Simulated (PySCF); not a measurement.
## Vertical excitation energies

Species: C2H8N2O2Si2.
InChI=1S/C2H8N2O2Si2/c1-2(5)6-8-3-7-4-8/h3-4,8H,7H2,1H3

Method: TDDFT CAM-B3LYP/def2-SVPD, vertical, gas phase, core orbitals frozen in the response in PySCF. The structure is a single PBE0-D3(BJ)/def2-SVP conformer in the gas phase; no vibrational or solvent corrections. Torsions of this conformer, `[CH3:1][C:2](=[O:3])[O:4][SiH:5]1[NH:6][SiH2:7][NH:8]1`: C1–C2–O4–Si5 178°, C2–O4–Si5–N6 164°.

```json
{"state": "S1", "E (eV)": "5.89", "E (hartree)": "0.2163", "f": "0.0006", "main configurations (H = HOMO, L = LUMO)": "H-2→L+2 (31%), H-2→L+1 (31%), H-2→L (11%)"}
{"state": "S2", "E (eV)": "6.21", "E (hartree)": "0.2284", "f": "0.023", "main configurations (H = HOMO, L = LUMO)": "H→L (90%)"}
{"state": "S3", "E (eV)": "6.49", "E (hartree)": "0.2385", "f": "0.0011", "main configurations (H = HOMO, L = LUMO)": "H-1→L (76%)"}
{"state": "S4", "E (eV)": "6.96", "E (hartree)": "0.2557", "f": "0.0006", "main configurations (H = HOMO, L = LUMO)": "H→L+1 (66%), H→L+3 (11%)"}
{"state": "S5", "E (eV)": "7.37", "E (hartree)": "0.2707", "f": "0.0009", "main configurations (H = HOMO, L = LUMO)": "H-1→L+1 (54%), H→L+2 (14%)"}
{"state": "S6", "E (eV)": "7.51", "E (hartree)": "0.2760", "f": "0.0015", "main configurations (H = HOMO, L = LUMO)": "H→L+2 (49%), H-1→L+1 (10%), H-1→L+3 (9%)"}
{"state": "S7", "E (eV)": "7.74", "E (hartree)": "0.2843", "f": "0.0058", "main configurations (H = HOMO, L = LUMO)": "H-1→L+2 (24%), H→L+3 (22%), H→L+4 (15%)"}
{"state": "S8", "E (eV)": "7.86", "E (hartree)": "0.2887", "f": "0.0035", "main configurations (H = HOMO, L = LUMO)": "H→L+4 (26%), H→L+3 (25%), H-1→L+2 (14%)"}
{"state": "S9", "E (eV)": "7.94", "E (hartree)": "0.2918", "f": "0.045", "main configurations (H = HOMO, L = LUMO)": "H-2→L+2 (38%), H-2→L+1 (12%), H-1→L+3 (8%)"}
{"state": "S10", "E (eV)": "8.01", "E (hartree)": "0.2942", "f": "0.016", "main configurations (H = HOMO, L = LUMO)": "H-1→L+3 (32%), H-1→L+4 (26%)"}
```

Triplets (Tamm–Dancoff): T1 5.40 eV, H-2→L+2 (32%), H-2→L+1 (30%), H-2→L (11%); T2 5.94 eV, H→L (85%); T3 6.16 eV, H-1→L (69%); T4 6.20 eV, H-3→L+2 (18%), H-3→L+1 (17%), H-4→L+2 (16%).

The lowest singlet lies at 5.89 eV (211 nm, ultraviolet) and is very weak; its leading configuration is HOMO-2→LUMO+2 (31%). The strongest level in the table is S9 at 7.94 eV (156 nm, f = 0.045). Löwdin shares by element: HOMO nitrogen 79%, silicon 12%; LUMO silicon 34%, hydrogen 19% or more (atoms not listed hold the other 47%). Of the 10 states listed, 3 reach f = 0.01 and none stays under 0.0005. Orbital energies (eV): HOMO-3 -10.56, HOMO-2 -9.79, HOMO-1 -9.13, HOMO -8.81, LUMO 0.79, LUMO+1 1.06, LUMO+2 1.28. The listed states span 2.12 eV, and the widest gap between neighbours is 0.47 eV (S3 to S4). The vertical ionisation energy (ΔSCF) is 9.51 eV, 1.51 eV above S10. Only the lowest 10 singlets were computed, as vertical energies without vibronic structure.
